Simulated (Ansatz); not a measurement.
```xyz
7

C     0.0000    0.0000   -0.8550
C     0.0000    0.6483    0.4979
C     0.0000   -0.6483    0.4979
H     0.9187    0.0000   -1.4638
H    -0.9187    0.0000   -1.4638
H     0.0000    1.5897    1.0414
H     0.0000   -1.5897    1.0414
```

Basis set: def2-TZVP (spherical functions). Correlated methods keep 3 orbitals frozen. Charge 0, multiplicity 1.

Computed with Ansatz (development build ahead of 0.2.0); each method stands on the lowest determinant of its kind that the runs found. Restricted open shells among the atoms or ions are ROHF, correlated in semicanonical orbitals with singles.

The atomization energy at this shape (free ground-state atoms in the same class of orbitals less the molecule, no zero-point energy) of singlet C3H4:

```csv
method,atomization energy
RHF,21.89 eV
```

Question: What does RHF-MP2 give?

Answer: 29.04 eV.
